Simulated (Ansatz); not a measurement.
System: 4-bromopyridine, C$_{5}$H$_{4}$BrN (charge 0, singlet). SMILES: Brc1ccncc1
Geometry: optimised at B3LYP-D3(BJ)/def2-TZVP (Ansatz, an electronic-structure program).

Wanted: atomisation energy (electronic, to ground-state atoms), in kJ/mol. Cores are frozen in the correlated levels unless marked. UHF or UKS for open shells. No spin-orbit coupling. The frozen core is the preceding noble-gas configuration, with the filled d and f shells of earlier blocks. Non-relativistic. The coupled-cluster limit lacks core correlation, which all-electron functionals hold. CBS(X,Y): correlation extrapolated as X^-3; Hartree-Fock from the larger set.

```json
[
 {"level": "PBE0-D4/def2-TZVPD", "program": "Ansatz + dftd4", "atomisation energy (kJ/mol)": "5149.9"},
 {"level": "PBE0/def2-TZVP", "program": "Ansatz", "atomisation energy (kJ/mol)": "5120.7"},
 {"level": "HSE06/def2-TZVPD", "program": "Ansatz", "atomisation energy (kJ/mol)": "5129.5"},
 {"level": "CAM-B3LYP-D3(BJ)/def2-TZVPD", "program": "Ansatz + dftd3", "atomisation energy (kJ/mol)": "5060.7"},
 {"level": "B2GP-PLYP/def2-TZVPD", "program": "Ansatz", "atomisation energy (kJ/mol)": "4992.1"},
 {"level": "RI-MP2/aug-cc-pVTZ", "program": "Ansatz", "atomisation energy (kJ/mol)": "5088.9"},
 {"level": "RI-MP2/aug-cc-pVQZ", "program": "Ansatz", "atomisation energy (kJ/mol)": "5160.7"}
]
```

Problem. What does CCSD(T)/CBS(cc-pVTZ,cc-pVQZ) (Ansatz) give?

Solution. 5023.9 kJ/mol, so RI-MP2/aug-cc-pVQZ differs from it by 136.8 kJ/mol.
